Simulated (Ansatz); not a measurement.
`Clc1cccc2ccccc12`, charge 0, multiplicity 1.

Question: Give a relaxed structure at PBE0-D4/def2-TZVP (Ansatz 0.2.0). (An estimate is asked.)

Answer: Computed: 
Z-matrix (Å, degrees):
```
C
Cl 1 1.729
C 1 1.367 2 118.6
C 1 1.417 2 119.6 3 -180.0
C 3 1.405 1 119.9 2 -180.0
H 3 1.082 1 119.6 2 -0.0
C 4 1.410 1 123.6 2 -0.0
C 4 1.424 1 117.4 2 180.0
C 5 1.366 3 120.4 1 0.0
H 5 1.084 3 119.1 1 180.0
C 7 1.367 4 120.7 1 180.0
H 7 1.082 4 118.9 1 -0.0
C 8 1.412 4 118.8 1 -180.0
H 9 1.084 5 120.6 3 180.0
C 11 1.407 7 120.6 4 -0.0
H 11 1.084 7 119.8 4 180.0
H 13 1.085 8 118.4 4 -180.0
H 15 1.084 11 119.8 7 180.0
```
Point group Cs.
This is one stationary point; other conformers may exist.
